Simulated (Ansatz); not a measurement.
A nudged elastic band was laid between two geometries of As2BH6NO (11 atoms, charge 0, multiplicity 1).

Level of theory: RKS PBE/def2-SVP (Ansatz 0.2.0).

```
movable images  : 5
climbing image  : yes
spring          : 5.0 eV/Å²
optimiser       : quadratic models (default)
start path      : through a guess of the saddle point
force threshold : 0.03 eV/Å
iteration limit : 60
end points      : relaxed
```

Initial state:

```xyz
11
Properties=species:S:1:pos:R:3
O -1.113 0.838 1.682
B -0.539 0.108 0.667
As -0.894 -1.939 0.731
N 0.161 0.712 -0.418
As 0.888 -0.234 -1.871
H -1.014 1.803 1.568
H -0.929 -1.951 2.268
H 0.594 -2.329 0.695
H 0.277 1.732 -0.439
H 0.371 0.719 -2.977
H 2.262 0.484 -1.885
```

Final state:

```xyz
11
Properties=species:S:1:pos:R:3
O -0.977 0.848 1.756
B -0.303 0.128 0.797
As 0.124 -1.844 1.295
N 0.171 0.711 -0.415
As 1.184 -0.204 -1.706
H -1.070 1.795 1.536
H -1.147 -1.971 2.151
H -0.570 -2.438 0.055
H -0.020 1.701 -0.606
H 0.415 0.321 -2.945
H 2.258 0.896 -1.898
```

(1) What changes between the two ends?

(2) Give the energies along the band, and the barrier.

(3) What is the geometry of the highest image?

(4) What are the harmonic wavenumbers there?

Results:

(1) No bond is made or broken. The height of As3 over the plane of its neighbours goes from -0.91 to 0.91 Å. The two ends are copies of one structure, up to a mirror image or an exchange of like atoms.

(2) The run converged. The highest image is number 4 of 0 to 6, 106.4 kJ/mol above the ends, which have the same energy within 2 meV. A vibrational analysis at the climbing image gives one clearly imaginary mode, 681i cm⁻¹: a first-order saddle point.

```json
{"image": "0", "path coordinate (Å)": "0.00", "energy (kJ/mol)": "0.0", "height of As3 over the plane of its neighbours (Å)": "-0.91"}
{"image": "1", "path coordinate (Å)": "0.45", "energy (kJ/mol)": "0.7", "height of As3 over the plane of its neighbours (Å)": "-0.90"}
{"image": "2", "path coordinate (Å)": "0.90", "energy (kJ/mol)": "5.4", "height of As3 over the plane of its neighbours (Å)": "-0.83"}
{"image": "3", "path coordinate (Å)": "1.35", "energy (kJ/mol)": "45.8", "height of As3 over the plane of its neighbours (Å)": "-0.50"}
{"image": "4", "path coordinate (Å)": "1.80", "energy (kJ/mol)": "106.4", "height of As3 over the plane of its neighbours (Å)": "0.00"}
{"image": "5", "path coordinate (Å)": "2.43", "energy (kJ/mol)": "19.2", "height of As3 over the plane of its neighbours (Å)": "0.68"}
{"image": "6", "path coordinate (Å)": "3.07", "energy (kJ/mol)": "0.0", "height of As3 over the plane of its neighbours (Å)": "0.91"}
```

(3) 
```xyz
11
Properties=species:S:1:pos:R:3
O -1.090 1.008 1.679
B -0.478 0.245 0.709
As -0.499 -1.694 1.092
N 0.128 0.778 -0.472
As 1.107 -0.233 -1.711
H -0.933 1.961 1.568
H -0.997 -2.220 2.400
H -0.050 -2.801 0.196
H 0.016 1.775 -0.676
H 0.517 0.427 -2.981
H 2.343 0.697 -1.785
```

(4) 681i, 60, 87, 113, 196, 259, 287, 353, 429, 465, 495, 520, 729, 768, 774, 897, 945, 984, 1155, 1216, 1404, 2077, 2092, 2326, 2361, 3505, 3744 cm⁻¹.

Time of the run: 5.1 min on 2 threads of AMD EPYC 7B13 (Zen 3), with other jobs on the host, peak memory 0.22 GiB.
